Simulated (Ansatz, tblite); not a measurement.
Removing an electron: Ga(H2O)H3 (GaOH₅). Charge 0, multiplicity 1. Geometry: r2SCAN-D4/def2-TZVP. Ansatz, gas phase; energy differences of separate SCF runs; the oxidised species was run as a doublet alone.

```xyz
7

Ga   -0.561    0.091   -0.783
O     0.850   -0.359    0.821
H     0.366   -0.574    1.629
H     1.371    0.429    1.022
H     0.519    0.489   -1.846
H    -1.313    1.247   -0.020
H    -1.232   -1.324   -0.824
```

The xTB rows come from tblite. Correlated methods freeze 10 core orbitals; core or outer-core shells of Ga are correlated, in sets that lack core-valence functions.

| level | −HOMO (eV) | vertical IE (eV) | −LUMO (eV) | HOMO–LUMO gap (eV) |
| --- | --- | --- | --- | --- |
| GFN1-xTB | 11.61 | 14.70 | 5.73 | 5.88 |
| HF/def2-TZVPP | – | 9.71 | – | – |
| MP2/def2-TZVPP | – | 10.41 | – | – |
| CCSD/def2-TZVPP | – | 10.44 | – | – |

Estimate the rows for GFN2-xTB, r2SCAN-D4/def2-TZVP, PBE0-D4/def2-TZVP, CCSD(T)/def2-TZVPP.


| level | −HOMO (eV) | vertical IE (eV) | −LUMO (eV) | HOMO–LUMO gap (eV) |
| --- | --- | --- | --- | --- |
| GFN2-xTB | 10.95 | 14.07 | 4.25 | 6.71 |
| r2SCAN-D4/def2-TZVP | 6.80 | 10.05 | 0.91 | 5.88 |
| PBE0-D4/def2-TZVP | 7.73 | 10.16 | 0.65 | 7.08 |
| CCSD(T)/def2-TZVPP | – | 10.42 | – | – |

Relaxing the oxidised species (r2SCAN-D4/def2-TZVP) changes its energy by -1.06 eV at PBE0-D4/def2-TZVP, so the adiabatic ionisation energy to this nearest minimum is 9.11 eV.  Run but left out: PBE-D4/def2-TZVP (charge +1 doublet: an occupied level 0.10 eV above an empty one).  Raw xTB energy differences between charge states are shifted by several eV; the methods need an empirical correction for them.
